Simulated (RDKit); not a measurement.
RDKit input (UFF):

```python
from rdkit import Chem
from rdkit.Chem import AllChem, rdDetermineBonds

mol = Chem.MolFromXYZFile('mol.xyz')
rdDetermineBonds.DetermineBonds(mol, charge=1)
print('SMILES', Chem.MolToSmiles(Chem.RemoveHs(mol)))
ff = AllChem.UFFGetMoleculeForceField(mol)
e0 = ff.CalcEnergy()
flag = ff.Minimize(maxIts=5000, forceTol=1e-5)
print(f'energy {e0:.4f} -> {ff.CalcEnergy():.4f} kcal/mol, converged: {flag == 0}')
print(Chem.MolToXYZBlock(mol))
```
mol.xyz:
```
15

C      2.02286800     0.39930600     0.07500000
O      0.80603200    -0.46357800     0.09808500
B     -0.61099900    -0.09037700    -0.02559700
C     -0.89570200     1.40031200    -0.28362900
C     -1.57737500    -1.27882700     0.12107900
H      1.75659900     1.28040100    -0.49425200
H      2.79777800    -0.17396500    -0.42288200
H      2.27553300     0.63607300     1.10341300
H      0.98975300    -1.39676300     0.29553000
H     -0.42470200     2.05595400     0.45546900
H     -1.96560700     1.60277600    -0.27811700
H     -0.51279300     1.71077200    -1.26341200
H     -1.12808600    -2.26514800     0.25640000
H     -2.23520800    -1.32218300    -0.75337700
H     -2.24528200    -1.09215500     0.96983900
```

Output:

```
SMILES C[OH+]B(C)C
energy 52.6175 -> 7.3815 kcal/mol, converged: True
15

C      1.805261    0.003864    0.497299
O      0.970901   -0.425356   -0.556908
B     -0.410979    0.033855   -0.311289
C     -1.022898    1.170045   -1.238876
C     -1.319599   -0.640050    0.815161
H      1.827708    1.115895    0.567388
H      2.845806   -0.325142    0.289141
H      1.507123   -0.435003    1.478359
H      0.947701   -1.417357   -0.546055
H     -0.417605    2.094016   -1.135459
H     -2.071111    1.385354   -0.944573
H     -1.001686    0.833413   -2.295732
H     -0.760887   -1.447222    1.331910
H     -2.227529   -1.072841    0.346825
H     -1.619396    0.129125    1.556358
```

The dipole moment of an ion depends on the origin.

The geometry given is a B3LYP-D3(BJ)/def2-TZVP minimum.
